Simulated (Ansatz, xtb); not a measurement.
## A geometry optimisation of FHSi2Sn with r2SCAN-D4/def2-SVP

The starting geometry of this gas-phase singlet has its atoms placed at random.

```xyz
5

F    -0.1404   -0.6260    1.4408
Si   -0.6959    0.7392    1.4665
Si    0.2417    0.4824   -0.7000
Sn   -0.8629   -1.4136   -0.1497
H     0.7118   -1.3139   -0.0694
```

Q: Guess where an optimisation with r2SCAN-D4/def2-SVP ends from this start.

A: It ends as a structure with H5 bridging Si3 and Sn4, given below by its coordinates. Distances that change by over a tenth: F1–Si2 (1.47 → 1.65 Å), Sn4–H5 (1.58 → 2.08 Å). Contacts that open: F1–Sn4 (1.92 → 4.07 Å), Si2–Sn4 (2.70 → 3.71 Å). Contacts that close: Si3–H5 (1.96 → 1.63 Å).

The energy falls by 5.49 eV over 18 steps:

```
step  E − E(last) (eV)
   1             5.485
   3             0.675
   5             0.234
   7             0.224
   9             0.177
  10             0.125
  12             0.025
  14             0.003
  16             0.001
  18             0.000
```

Final geometry (Å):

```tsv
atom	x (Å)	y (Å)	z (Å)
F	0.0728	-0.2891	2.4794
Si	-0.6730	0.8138	1.5099
Si	0.2000	0.2835	-0.6443
Sn	-1.0638	-1.7442	-1.1451
H	0.7183	-1.1960	-0.2118
```

From the same start GFN2-xTB ends elsewhere, differing in Si3–H5 (2.83 against 1.63 Å here).

From so rough a start the end depends on the optimiser's path, so another program may land elsewhere. No frequencies were run, so the end isn't proven a minimum. Atoms past krypton carry core potentials, without spin–orbit terms. Run with Ansatz 0.2.0, 41 s on 2 threads of Intel(R) Xeon(R) Platinum 8259CL CPU @ 2.50GHz (Skylake/Cascade Lake) (shared host).
